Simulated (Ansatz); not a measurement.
Reaction (hydrogenolysis of the Si–Cl bond): `F[SiH](Cl)I` + H₂ → `F[SiH2]I` + HCl

Program: Ansatz. Geometries: PBE0-D4/def2-TZVP. ΔE: electronic, gas phase. CCSD(T)/CBS adds triple-zeta CCSD(T) − MP2 to the extrapolated MP2 energy (def2 sets, frozen cores). This one scheme is used for every species. Functionals use def2-TZVPP. def2 core potentials past Kr. For I outer-core shells are correlated without core-valence functions, which leaves a few kJ/mol of doubt a bond.

CCSD(T)/CBS gives +0.84 eV.

(1) Another level gave +0.89 eV. Which?
A. CCSD/def2-TZVPP
B. B2PLYP/def2-TZVPP
C. PBE0-D4/def2-TZVPP
D. r2SCAN/def2-TZVPP

Largest T1 diagnostic among the species: 0.009.

Answers

(1) D. r2SCAN 0.89, B2PLYP 0.79, CCSD/def2-TZVPP 0.73, PBE0-D4 0.84 eV.

At CCSD(T), def2-SVP lies −0.19 eV from the extrapolated value and def2-TZVPP −0.06 eV. Leaving LDA and LC-ωPBE aside and taking each functional with its dispersion term where it has one, the values, not all of them listed here, spread over 0.12 eV, from CAM-B3LYP-D4 to revPBE-D4.
